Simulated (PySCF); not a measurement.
C4H8O, charge +1, doublet, at a GFN2-xTB geometry (a state made from the parent by changing its charge; the spin is typed, not shown lowest); M06L/STO-3G (PySCF).

Here is a job for PySCF.
```python
from pyscf import gto, scf, dft

mol = gto.M(
    atom='''
C    -0.173543    1.244155   -0.159332
C     1.063675    0.540318    0.424354
C     0.812552   -0.916081    0.054248
O    -0.537038   -1.076615   -0.159894
C    -1.207177    0.124965   -0.171741
H    -0.486378    2.103541    0.427967
H     0.010511    1.587395   -1.180366
H     1.997101    0.925048    0.021827
H     1.102098    0.643085    1.511627
H     1.145796   -1.667319    0.791179
H     1.345480   -1.219407   -0.872765
H    -1.877611    0.152629    0.714331
H    -1.913738    0.127803   -1.019822
''',
    basis='sto-3g',
    charge=1,
    spin=1,
    verbose=4,
)

mf = dft.UKS(mol)
mf.xc = 'm06l'
mf.kernel()
mf.analyze()
```

Problem. What does PySCF print? Leave out banner, timings and long lists.

Solution. 
```
PySCF version 2.14.0

[INPUT] verbose = 4
[INPUT] num. atoms = 13
[INPUT] num. electrons = 39
[INPUT] charge = 1
[INPUT] spin (= nelec alpha-beta = 2S) = 1
[INPUT] symmetry False subgroup None
[INPUT] Mole.unit = angstrom
[INPUT] Symbol           X                Y                Z      unit          X                Y                Z       unit  Magmom
[...]
nuclear repulsion = 192.281136944904
number of shells = 23
number of NR pGTOs = 99
number of NR cGTOs = 33
basis = sto-3g
ecp = {}

******** <class 'pyscf.dft.uks.UKS'> ********
method = UKS
initial guess = minao
damping factor = 0
level_shift factor = 0
DIIS = <class 'pyscf.scf.diis.CDIIS'>
diis_start_cycle = 1
diis_space = 8
diis_damp = 0
SCF conv_tol = 1e-09
SCF conv_tol_grad = None
SCF max_cycles = 50
direct_scf = True
direct_scf_tol = 1e-13
number electrons alpha = 20  beta = 19
XC library pyscf.dft.libxc version 7.1.2
    S. Lehtola, C. Steigemann, M. J. T. Oliveira, and M. A. L. Marques,  SoftwareX 7, 1–5 (2018)
XC functionals = m06l
    Y. Zhao and D. G. Truhlar,  J. Chem. Phys. 125, 194101 (2006)
    Y. Zhao and D. G. Truhlar,  J. Chem. Phys. 125, 194101 (2006)
    Y. Zhao and D. G. Truhlar,  Theor. Chem. Acc. 120, 215 (2008)
radial grids:
    Treutler-Ahlrichs [JCP 102, 346 (1995); DOI:10.1063/1.469408] (M4) radial grids

becke partition: Becke, JCP 88, 2547 (1988); DOI:10.1063/1.454033
pruning grids: <function nwchem_prune>
grids dens level: 3
symmetrized grids: False
atomic radii adjust function: <function treutler_atomic_radii_adjust>
small_rho_cutoff = 0
Set gradient conv threshold to 3.16228e-05
tot grids = 149024
init E= -230.000586841288

cycle= 1 E= -229.174567987904  delta_E= 0.826  |g|= 0.172  |ddm|= 3.14
cycle= 2 E= -229.176586766797  delta_E= -0.00202  |g|= 0.186  |ddm|= 0.483
cycle= 3 E= -229.196552657873  delta_E= -0.02  |g|= 0.0312  |ddm|= 0.242
cycle= 4 E= -229.197010145155  delta_E= -0.000457  |g|= 0.0223  |ddm|= 0.0731
cycle= 5 E= -229.197338166328  delta_E= -0.000328  |g|= 0.0023  |ddm|= 0.0287
cycle= 6 E= -229.197343538781  delta_E= -5.37e-06  |g|= 0.000871  |ddm|= 0.00586
cycle= 7 E= -229.197344121546  delta_E= -5.83e-07  |g|= 0.000318  |ddm|= 0.00162
cycle= 8 E= -229.197344197472  delta_E= -7.59e-08  |g|= 6.68e-05  |ddm|= 0.000554
cycle= 9 E= -229.197344201908  delta_E= -4.44e-09  |g|= 9.3e-06  |ddm|= 0.000158
cycle= 10 E= -229.197344202017  delta_E= -1.09e-10  |g|= 2.93e-06  |ddm|= 2.65e-05
[...]
converged SCF energy = -229.197344202013  <S^2> = 0.75321727  2S+1 = 2.0032147
Total Energy =                        -229.197344202012857
[...]
spin_pop of  1 C 2pz       0.00348
spin_pop of  2 C 1s       -0.00000
spin_pop of  2 C 2s       -0.00939
spin_pop of  2 C 2px      -0.02555
spin_pop of  2 C 2py      -0.00562
spin_pop of  2 C 2pz       0.02834
spin_pop of  3 O 1s       -0.00000
spin_pop of  3 O 2s        0.01190
spin_pop of  3 O 2px       0.04225
spin_pop of  3 O 2py       0.02375
spin_pop of  3 O 2pz       0.64378
spin_pop of  4 C 1s       -0.00000
spin_pop of  4 C 2s       -0.00937
spin_pop of  4 C 2px      -0.01246
spin_pop of  4 C 2py      -0.01730
spin_pop of  4 C 2pz       0.02702
spin_pop of  5 H 1s       -0.00097
spin_pop of  6 H 1s        0.00417
spin_pop of  7 H 1s       -0.00097
spin_pop of  8 H 1s        0.00415
spin_pop of  9 H 1s        0.05321
spin_pop of  10 H 1s        0.08824
spin_pop of  11 H 1s        0.08816
spin_pop of  12 H 1s        0.05315
 ** Mulliken Spin Density (per atom)  **
spin density of  0 C =      0.00676
spin density of  1 C =      0.00676
spin density of  2 C =     -0.01222
spin density of  3 O =      0.72168
spin density of  4 C =     -0.01211
spin density of  5 H =     -0.00097
spin density of  6 H =      0.00417
spin density of  7 H =     -0.00097
spin density of  8 H =      0.00415
spin density of  9 H =      0.05321
spin density of  10 H =      0.08824
spin density of  11 H =      0.08816
spin density of  12 H =      0.05315
 ** Mulliken pop alpha/beta on meta-lowdin orthogonal AOs **
 ** Mulliken pop       alpha | beta **
[...]
In total            20.00000 | 19.00000
 ** Mulliken atomic charges   ( Nelec_alpha | Nelec_beta ) **
charge of  0C =     -0.07749  (     3.04212      3.03537 )
charge of  1C =     -0.07749  (     3.04213      3.03536 )
charge of  2C =      0.02820  (     2.97979      2.99201 )
charge of  3O =      0.17037  (     4.27565      3.55398 )
charge of  4C =      0.02825  (     2.97982      2.99193 )
charge of  5H =      0.09677  (     0.45113      0.45210 )
charge of  6H =      0.08570  (     0.45923      0.45507 )
charge of  7H =      0.09679  (     0.45112      0.45209 )
charge of  8H =      0.08573  (     0.45921      0.45506 )
charge of  9H =      0.13557  (     0.45882      0.40561 )
charge of  10H =      0.14599  (     0.47113      0.38288 )
charge of  11H =      0.14604  (     0.47106      0.38290 )
charge of  12H =      0.13557  (     0.45879      0.40564 )

WARN: System has nonzero charge 1; the dipole moment is origin-dependent.
Location of origin: [0. 0. 0.]

Dipole moment(X, Y, Z, Debye): -0.41607, -0.83369, -0.12339
```
